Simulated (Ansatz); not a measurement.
`[F][Ge]([F])([SH])[Cl]` + H–F → `[F][Ge]([F])([F])[SH]` + HCl at 500 K and 1 bar (ligand exchange at a Ge–Cl bond).

Calculated with Ansatz (gas phase, PBE0-D4/def2-TZVP geometries, no zero-point term in ΔE). CCSD(T)/CBS is the MP2 limit (def2-TZVPP, def2-QZVPP) plus CCSD(T) − MP2 in def2-TZVPP, frozen cores. This one scheme is used for every species. For Ge outer-core shells are correlated without core-valence functions, which leaves a few kJ/mol of doubt a bond. Scalar relativity is left out up to krypton. Each species was taken in one conformer, which may not be the lowest.

```
                 species  CCSD(T)/CBS energy (Eh)  H − E (kJ/mol)  S (J/(mol·K))
`[F][Ge]([F])([SH])[Cl]`              -3133.99738            84.8          420.5
                     H–F               -100.39570            39.4          188.7
 `[F][Ge]([F])([F])[SH]`              -2774.00787            85.9          408.5
                     HCl               -460.38127            32.5          201.9
```

H − E and S are ideal-gas, rigid-rotor, harmonic terms from PBE0-D4/def2-TZVP, for one conformer and one mirror image of each species. 1 Eh = 2625.50 kJ/mol, R = 8.31446 J/(mol·K).

Question: By hand: ΔE, ΔH, ΔS and ΔG.

Answer: ΔE = (-2774.00787) + (-460.38127) − (-3133.99738) − (-100.39570) = 0.00394 Eh = 10.3 kJ/mol. Δ(H − E) = 85.9 + 32.5 − 84.8 − 39.4 = -5.8, so ΔH = 4.5 kJ/mol. ΔS = 408.5 + 201.9 − 420.5 − 188.7 = 1.2 J/(mol·K). ΔG = 4.5 − 500 × (1.2)/1000 = 3.9 kJ/mol.

Question: By hand: the equilibrium constant, and the temperature at which ΔG would vanish if ΔH and ΔS stayed fixed.

Answer: log₁₀ K = −ΔG/(RT ln 10) = -0.4. ΔG = 0 at ΔH/ΔS = 3750 K, far beyond where these terms or the molecules hold.

The number of gas molecules stays the same, so ΔS is small and ΔH decides. The sign of ΔG lies within the doubt. A doubt of 5 kJ/mol in ΔE shifts log₁₀ K by 0.5 here. Other conformers and mirror images would add mixing entropy, several J/(mol·K) or more a flexible species. These are equilibria of isolated gas molecules and say nothing of rates. Largest T1 diagnostic: 0.012 (customary marks: 0.02 for closed shells, 0.045 for open ones).
